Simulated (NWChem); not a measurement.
System: CH₇FSi₂; SMILES C[Si@@H](F)[SiH3]

Input file for NWChem:

```
start job
memory heap 200 mb stack 900 mb global 1100 mb
geometry units angstroms noautosym nocenter noautoz
  C     -1.353743    -1.499150    -0.286326
  Si     0.102318    -0.534508     0.375155
  F      1.465995    -1.093889    -0.337061
  Si    -0.050593     1.761428    -0.094737
  H     -2.283712    -1.177186     0.209154
  H     -1.221223    -2.575982    -0.097408
  H     -1.471988    -1.350511    -1.370395
  H      0.252587    -0.762277     1.844886
  H     -1.270030     2.323613     0.568348
  H     -0.170285     1.983983    -1.569252
  H      1.148980     2.496630     0.409761
end
basis spherical
  C library def2-svp
  Si library def2-svp
  F library def2-svp
  H library def2-svp
end
dft
  xc b3lyp
  iterations 150
  mulliken
end
task dft energy
esp
  recalculate
  probe 0.07
  range 0.3
  factor 1.0
  spacing 0.02
end
task esp
```

Output (shortened):

```
             Northwest Computational Chemistry Package (NWChem) 7.3.0
             --------------------------------------------------------

                             Geometry "geometry" -> ""
                             -------------------------

 Output coordinates in angstroms (scale by  1.889725989 to convert to a.u.)

  No.       Tag          Charge          X              Y              Z
 ---- ---------------- ---------- -------------- -------------- --------------
    1 C                    6.0000    -1.35374300    -1.49915000    -0.28632600
    2 Si                  14.0000     0.10231800    -0.53450800     0.37515500
    3 F                    9.0000     1.46599500    -1.09388900    -0.33706100
    4 Si                  14.0000    -0.05059300     1.76142800    -0.09473700
    5 H                    1.0000    -2.28371200    -1.17718600     0.20915400
    6 H                    1.0000    -1.22122300    -2.57598200    -0.09740800
    7 H                    1.0000    -1.47198800    -1.35051100    -1.37039500
    8 H                    1.0000     0.25258700    -0.76227700     1.84488600
    9 H                    1.0000    -1.27003000     2.32361300     0.56834800
   10 H                    1.0000    -0.17028500     1.98398300    -1.56925200
   11 H                    1.0000     1.14898000     2.49663000     0.40976100

 Effective nuclear repulsion energy (a.u.)     221.1199301818

                                 NWChem DFT Module
                                 -----------------

 Summary of "ao basis" -> "ao basis" (spherical)
 ------------------------------------------------------------------------------
       Tag                 Description            Shells   Functions and Types
 ---------------- ------------------------------  ------  ---------------------
 C                          def2-svp                 6       14   3s2p1d
 Si                         def2-svp                 8       18   4s3p1d
 F                          def2-svp                 6       14   3s2p1d
 H                          def2-svp                 3        5   2s1p

            General Information
            -------------------
          SCF calculation type: DFT
          Wavefunction type:  closed shell.
          No. of atoms     :    11
          No. of electrons :    50
           Alpha electrons :    25
            Beta electrons :    25
          Charge           :     0
          Spin multiplicity:     1
          Use of symmetry is: off; symmetry adaption is: off
          Maximum number of iterations: 150
          AO basis - number of functions:    99
                     number of shells:    49
          Convergence on energy requested:  1.00D-06
          Convergence on density requested:  1.00D-05
          Convergence on gradient requested:  5.00D-04

              XC Information
              --------------
                         B3LYP Method XC Potential
                     Hartree-Fock (Exact) Exchange  0.200
                        Slater Exchange Functional  0.800 local
                    Becke 1988 Exchange Functional  0.720 non-local
              Lee-Yang-Parr Correlation Functional  0.810
                  VWN I RPA Correlation Functional  0.190 local

             Grid Information
             ----------------
          Grid used for XC integration:  medium
          Radial quadrature: Mura-Knowles
          Angular quadrature: Lebedev.
          Tag              B.-S. Rad. Rad. Pts. Rad. Cut. Ang. Pts.
          ---              ---------- --------- --------- ---------
          C                   0.70       49          12.0       434
          Si                  1.10       88          11.0       590
          F                   0.50       49          11.0       434
          H                   0.35       45          13.0       434
          Grid pruning is: on
          Number of quadrature shells:   589
          Spatial weights used:  Erf1

      Superposition of Atomic Density Guess
      -------------------------------------

 Sum of atomic energies:        -717.88936362

      Non-variational initial energy
      ------------------------------

 Total energy =    -719.300074
 1-e energy   =   -1433.898294
 2-e energy   =     493.478290
 HOMO         =      -0.308818
 LUMO         =       0.039779

     ---------------------------------------------
      Total Density - Mulliken Population Analysis
     ---------------------------------------------

    Atom       Charge   Shell Charges
 -----------   ------   -------------------------------------------------------
    1 C    6     6.59   1.99  0.96  0.28  2.12  1.23  0.01
    2 Si  14    13.11   2.00  1.99  0.97  0.24  5.93  0.97  0.79  0.21
    3 F    9     9.59   1.99  1.15  0.78  3.52  2.14  0.00
    4 Si  14    13.86   2.00  1.99  1.03  0.30  5.94  1.18  1.33  0.09
    5 H    1     0.85   0.64  0.18  0.03
    6 H    1     0.86   0.65  0.19  0.03
    7 H    1     0.86   0.65  0.19  0.03
    8 H    1     1.10   0.70  0.39  0.01
    9 H    1     1.06   0.68  0.36  0.01
   10 H    1     1.06   0.69  0.36  0.01
   11 H    1     1.06   0.69  0.36  0.01

   convergence    iter        energy       DeltaE   RMS-Dens  Diis-err
 ---------------- ----- ----------------- --------- --------- ---------
 d= 0,ls=0.0,diis     1   -720.8914001357 -9.42D+02  1.36D-02  5.15D-01
 d= 0,ls=0.0,diis     2   -720.8697064495  2.17D-02  7.28D-03  9.49D-01
 d= 0,ls=0.0,diis     3   -720.9521292697 -8.24D-02  1.13D-03  2.50D-02
 d= 0,ls=0.0,diis     4   -720.9539024157 -1.77D-03  4.05D-04  1.70D-03
 d= 0,ls=0.0,diis     5   -720.9541327627 -2.30D-04  9.45D-05  1.42D-04
  Resetting Diis
 d= 0,ls=0.0,diis     6   -720.9541510791 -1.83D-05  2.81D-05  7.74D-06
 d= 0,ls=0.0,diis     7   -720.9541521955 -1.12D-06  8.39D-06  2.03D-07
 d= 0,ls=0.0,diis     8   -720.9541522020 -6.53D-09  4.14D-06  1.75D-07

         Total DFT energy =     -720.954152201988
      One electron energy =    -1437.334002341029
           Coulomb energy =      555.657174655563
    Exchange-Corr. energy =      -60.397254698307
 Nuclear repulsion energy =      221.119930181786

 Numeric. integr. density =       50.000007317531

                       DFT Final Molecular Orbital Analysis
                       ------------------------------------

 Vector   23  Occ=2.000000D+00  E=-3.539485D-01
              MO Center= -4.1D-01,  2.1D+00,  1.6D-01, r^2= 2.4D+00
   Bfn.  Coefficient  Atom+Function         Bfn.  Coefficient  Atom+Function
  ----- ------------  ---------------      ----- ------------  ---------------
    85      0.373084   9 H  s                54     -0.260044   4 Si px
    95     -0.215626  11 H  s                86      0.205757   9 H  s
    57     -0.188855   4 Si px               90     -0.157922  10 H  s
    51      0.148488   4 Si px               56      0.138998   4 Si pz
    96     -0.115167  11 H  s                59      0.097685   4 Si pz

 Vector   24  Occ=2.000000D+00  E=-3.282209D-01
              MO Center= -2.3D-01, -7.4D-01,  3.5D-01, r^2= 3.7D+00
   Bfn.  Coefficient  Atom+Function         Bfn.  Coefficient  Atom+Function
  ----- ------------  ---------------      ----- ------------  ---------------
    80     -0.290163   8 H  s                 4      0.266452   1 C  px
    81     -0.211688   8 H  s                24     -0.199552   2 Si pz
    38     -0.192852   3 F  pz                3      0.169059   1 C  s
     6      0.150699   1 C  pz                7      0.150917   1 C  px
     5      0.146783   1 C  py               22     -0.146846   2 Si px

 Vector   25  Occ=2.000000D+00  E=-2.889807D-01
              MO Center= -1.2D-02,  4.2D-01,  1.4D-01, r^2= 3.7D+00
   Bfn.  Coefficient  Atom+Function         Bfn.  Coefficient  Atom+Function
  ----- ------------  ---------------      ----- ------------  ---------------
    55     -0.296557   4 Si py               23      0.272088   2 Si py
    58     -0.253779   4 Si py               37      0.203071   3 F  py
    80     -0.157911   8 H  s                52      0.157026   4 Si py
    40     -0.154510   3 F  py               26      0.144523   2 Si py
    49      0.141855   4 Si s                20     -0.138876   2 Si py

 Vector   26  Occ=0.000000D+00  E=-3.565867D-03
              MO Center=  3.7D-02,  4.3D-01,  2.0D-01, r^2= 4.2D+00
   Bfn.  Coefficient  Atom+Function         Bfn.  Coefficient  Atom+Function
  ----- ------------  ---------------      ----- ------------  ---------------
    25      0.627338   2 Si px               86      0.579145   9 H  s
    57      0.551130   4 Si px               59     -0.346632   4 Si pz
    91     -0.332754  10 H  s                35     -0.315490   3 F  s
    96     -0.313003  11 H  s                27     -0.299256   2 Si pz
     3      0.286475   1 C  s                26     -0.272332   2 Si py

 Vector   27  Occ=0.000000D+00  E= 1.198059D-02
              MO Center= -2.2D-01,  6.2D-01,  1.3D-02, r^2= 5.4D+00
   Bfn.  Coefficient  Atom+Function         Bfn.  Coefficient  Atom+Function
  ----- ------------  ---------------      ----- ------------  ---------------
     3      1.044915   1 C  s                59      0.732384   4 Si pz
    96     -0.714102  11 H  s                91      0.677202  10 H  s
    57      0.481284   4 Si px               71     -0.473807   6 H  s
    58      0.403296   4 Si py               26      0.374225   2 Si py
    81     -0.346601   8 H  s                27      0.336137   2 Si pz

 Vector   28  Occ=0.000000D+00  E= 4.931687D-02
              MO Center= -1.9D-01,  1.2D+00, -2.3D-02, r^2= 5.3D+00
   Bfn.  Coefficient  Atom+Function         Bfn.  Coefficient  Atom+Function
  ----- ------------  ---------------      ----- ------------  ---------------
    58      1.196097   4 Si py               26      0.804670   2 Si py
    18      0.755486   2 Si s                59     -0.627386   4 Si pz
    91     -0.609053  10 H  s                 3      0.603473   1 C  s
    17      0.558231   2 Si s                76     -0.465530   7 H  s
    66     -0.358249   5 H  s                50     -0.252355   4 Si s

     ---------------------------------------------
      Total Density - Mulliken Population Analysis
     ---------------------------------------------

    Atom       Charge   Shell Charges
 -----------   ------   -------------------------------------------------------
    1 C    6     6.26   1.98  0.90  0.23  2.14  1.00  0.02
    2 Si  14    13.40   2.00  1.98  1.06  0.14  5.93  1.24  0.76  0.31
    3 F    9     9.35   1.99  1.12  0.80  3.36  2.08  0.00
    4 Si  14    13.81   2.00  1.98  1.08  0.22  5.93  1.35  1.14  0.12
    5 H    1     0.95   0.73  0.19  0.02
    6 H    1     0.94   0.73  0.19  0.02
    7 H    1     0.94   0.73  0.19  0.02
    8 H    1     1.11   0.75  0.36  0.01
    9 H    1     1.08   0.74  0.34  0.01
   10 H    1     1.07   0.74  0.33  0.01
   11 H    1     1.07   0.74  0.32  0.01

     -------------------------------------------
      Total Density - Lowdin Population Analysis
     -------------------------------------------

    Atom       Charge   Shell Charges
 -----------   ------   -------------------------------------------------------
    1 C    6     6.26   1.96  0.59  0.34  1.91  1.41  0.05
    2 Si  14    13.50   2.00  1.93  0.67  0.33  5.81  1.26  1.01  0.48
    3 F    9     9.23   1.98  1.02  0.77  3.23  2.23  0.01
    4 Si  14    13.76   2.00  1.94  0.70  0.37  5.82  1.35  1.40  0.19
    5 H    1     0.96   0.62  0.27  0.07
    6 H    1     0.96   0.62  0.26  0.07
    7 H    1     0.96   0.63  0.27  0.07
    8 H    1     1.11   0.66  0.43  0.02
    9 H    1     1.09   0.64  0.42  0.02
   10 H    1     1.09   0.64  0.42  0.02
   11 H    1     1.08   0.64  0.42  0.02

     Multipole analysis of the density
     ---------------------------------

     L   x y z        total         alpha         beta         nuclear
     -   - - -        -----         -----         ----         -------
     0   0 0 0      0.000000    -25.000000    -25.000000     50.000000

     1   1 0 0     -0.650276     -1.062109     -1.062109      1.473941
     1   0 1 0     -0.046918      0.661331      0.661331     -1.369581
     1   0 0 1      0.105074      0.837301      0.837301     -1.569529

     2   2 0 0    -31.714565    -91.599193    -91.599193    151.483822
     2   1 1 0      1.792940     -4.353093     -4.353093     10.499125
     2   1 0 1      0.446977     -0.890173     -0.890173      2.227323
     2   0 2 0    -31.264496   -190.052938   -190.052938    348.841381
     2   0 1 1     -0.090055     -0.812270     -0.812270      1.534485
     2   0 0 2    -30.723204    -36.607134    -36.607134     42.491065

                     NWChem Electrostatic Potential Fit Module
                     -----------------------------------------

 Atom parameters

 Number of atoms is                                   11
 Number of basis functions is                         99

 Grid parameters

 Maximum number of grid points is                  48975
 Number of grid points is                          48974
 Grid range                                     0.300000 nm
 Grid spacing                                   0.020000 nm
 Probe radius                                   0.070000 nm
 Atom radius factor                             1.000000

 Atomic radii

    1    0.100000
    6    0.147000
    9    0.128000
   14    0.187000
 FASTESP  F
  using M.O. file = ./job.movecs

    Atom              Coordinates                           Charge

                                                  ESP

    1 C    -0.135374   -0.149915   -0.028633   -0.263686
    2 Si    0.010232   -0.053451    0.037516    0.667352
    3 F     0.146600   -0.109389   -0.033706   -0.341933
    4 Si   -0.005059    0.176143   -0.009474    0.141818
    5 H    -0.228371   -0.117719    0.020915    0.040232
    6 H    -0.122122   -0.257598   -0.009741    0.076007
    7 H    -0.147199   -0.135051   -0.137040    0.058859
    8 H     0.025259   -0.076228    0.184489   -0.169399
    9 H    -0.127003    0.232361    0.056835   -0.083619
   10 H    -0.017029    0.198398   -0.156925   -0.063243
   11 H     0.114898    0.249663    0.040976   -0.062388
                                            ------------
                                                0.000000

 Dipole moment                                  0.675510

 Quadrupole moment Qxx                         -1.763437
                   Qyy                         -0.506671
                   Qzz                          2.270108

 RMS deviation kJ/mol                           0.052175

 RRMS %                                        36.633158
```

Level: B3LYP/def2-SVP. Geometry: optimised at PBE0/def2-SVP. B3LYP is NWChem's, with the RPA form of VWN correlation.
